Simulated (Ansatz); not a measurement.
Reaction (redistribution): `C[Se][Al]([Cl])[Cl]` + `O[B-]1(O)OC(C(F)(F)F)=CC(C(F)(F)F)=[O+]1` → `FC(F)(F)C1=CC(C(F)(F)F)=[O+][Al-]([Cl])([Cl])[O]1` + `C[Se]B(O)O`

Gas-phase electronic energies from Ansatz, PBE0-D4/def2-TZVP geometries. CCSD(T)/CBS is the MP2 limit (def2-TZVPP, def2-QZVPP) plus CCSD(T) − MP2 in def2-TZVPP, frozen cores. Functionals use def2-TZVPP. B3LYP here is the variant with VWN-RPA as its local correlation; programs differ in this. For Se outer-core shells are correlated without core-valence functions, which leaves a few kJ/mol of doubt a bond. Scalar relativity is left out up to krypton. One conformer a species, not always the lowest.

```csv
level,ΔE (kcal/mol),difference from CCSD(T)/CBS
PBE-D4,-23.9,2.9
r2SCAN-D4,-26.4,0.4
PBE0-D4,-25.2,1.6
B3LYP-D4,-27.8,-1.0
ωB97X-V,-27.0,-0.2
PBE,-23.4,3.4
r2SCAN,-26.2,0.6
PBE0,-24.8,2.0
B3LYP,-27.0,-0.2
HF/def2-TZVPP,-31.2,-4.4
MP2/def2-TZVPP,-26.4,0.4
SCS-MP2/def2-TZVPP,-27.5,-0.7
CCSD(T)/def2-TZVPP,-26.2,0.6
HF/def2-QZVPP,-31.9,-5.1
MP2/def2-QZVPP,-27.0,-0.2
CCSD/CBS(def2),-27.8,-1.0
CCSD(T)/CBS,-26.8,0
```

Largest T1 diagnostic among the species: 0.015.

In def2-TZVPP, CCSD(T) changes the Hartree–Fock value by +5.0 kcal/mol (the triples alone add +1.0 kcal/mol) and MP2 by +4.7 kcal/mol. The D4 term adds −0.8 kcal/mol with B3LYP and −0.4 kcal/mol with PBE0; it sums over pairs of atoms, weighted by their polarisabilities, and B3LYP, whose exchange is more repulsive, gets the larger term.
